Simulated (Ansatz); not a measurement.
Si₂F₃⁻. Charge -1, multiplicity 1. Geometry PBE-D4/def2-SVPD.

```xyz
5

Si    0.139    0.501    0.302
Si    0.004   -0.752   -1.575
F    -0.216    0.395    1.964
F    -0.697   -2.223   -0.941
F     0.770    2.079    0.250
```

B3LYP takes the VWN-RPA correlation. At PBE-D4/def2-SVPD, PBE-D4/def2-TZVPD the highest occupied level of the charge -1 singlet lies above zero (up to 0.58 eV). By energy differences its removal costs 2.23 eV (vertical, to the charge 0 doublet, at PBE0-D4/def2-TZVPD). The structure comes from a short search, and lower isomers may exist.

(1) Estimate the orbital energies around the gap (eV) in Ansatz with PBE-D4/def2-SVPD, PBE-D4/def2-TZVPD, B3LYP-D4/def2-TZVPD, PBE0-D4/def2-TZVPD, ωB97M-V/def2-TZVPD.

Answers

(1) 
| orbital | PBE-D4/def2-SVPD | PBE-D4/def2-TZVPD | B3LYP-D4/def2-TZVPD | PBE0-D4/def2-TZVPD | ωB97M-V/def2-TZVPD |
| --- | --- | --- | --- | --- | --- |
| HOMO−5 | -5.02 | -5.03 | -6.68 | -7.04 | -9.58 |
| HOMO−4 | -4.96 | -4.96 | -6.61 | -6.95 | -9.49 |
| HOMO−3 | -4.71 | -4.72 | -6.38 | -6.73 | -9.31 |
| HOMO−2 | -4.41 | -4.43 | -5.85 | -6.13 | -8.48 |
| HOMO−1 | -1.19 | -1.25 | -2.10 | -2.25 | -4.25 |
| HOMO | 0.58 | 0.50 | -0.17 | -0.36 | -2.12 |
| LUMO | 2.49 | 2.29 | 2.82 | 3.00 | 4.17 |
| LUMO+1 | 2.91 | 2.67 | 3.22 | 3.41 | 4.56 |
| LUMO+2 | 3.25 | 3.12 | 3.60 | 3.77 | 5.02 |
| LUMO+3 | 4.77 | 3.98 | 4.22 | 4.42 | 5.37 |
| LUMO+4 | 4.90 | 4.33 | 4.71 | 4.93 | 5.72 |
| LUMO+5 | 5.42 | 4.72 | 5.03 | 5.26 | 5.98 |
